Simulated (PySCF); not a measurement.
These 2 structures share the formula C4H5Cl2F. Computed with PBE0-D3(BJ)/def2-SVP geometry optimisation, gas phase (PySCF). One conformer each; no zero-point energy, no entropy. No frequencies were run at this level. Point groups hold within 0.08 Å.

Question: Rank from lowest to highest electronic energy at this level (kJ/mol).
A. `[F:1][CH2:2]/[CH:3]=[CH:4]\[CH:5]([Cl:6])[Cl:7]` with F1–C2–C3–C4 155°, C3–C4–C5–Cl6 54°
B. `[F:1][CH2:2]/[CH:3]=[CH:4]/[CH:5]([Cl:6])[Cl:7]` with F1–C2–C3–C4 0°, C3–C4–C5–Cl6 -119°

Answer: B (0.0), A (14.0).

FC/C=C/C(Cl)Cl and FC/C=C\C(Cl)Cl are stereoisomers, 14.0 kJ/mol apart in the conformers taken.

```csv
SMILES,E (Eh),E rel (kJ/mol),dipole (D),point group,"A, B, C (MHz)"
FC/C=C/C(Cl)Cl,-1174.59123,0.0,3.22,Cs,"2641, 831.2, 702.0"
FC/C=C\C(Cl)Cl,-1174.58590,14.0,2.27,C1,"2215, 1109, 942.9"
```

Question: How do the relative energies change in single points at B3LYP/def2-SVPD (no added dispersion term) on the same geometries?

Answer: 
```tsv
SMILES	PBE0-D3(BJ)/def2-SVP (kJ/mol)	B3LYP/def2-SVPD (kJ/mol)	shift
FC/C=C/C(Cl)Cl	0.0	0.0	0.0
FC/C=C\C(Cl)Cl	14.0	19.7	+5.7
```

Each column counts from its own lowest isomer. The order is unchanged; the largest shift is 5.7 kJ/mol.
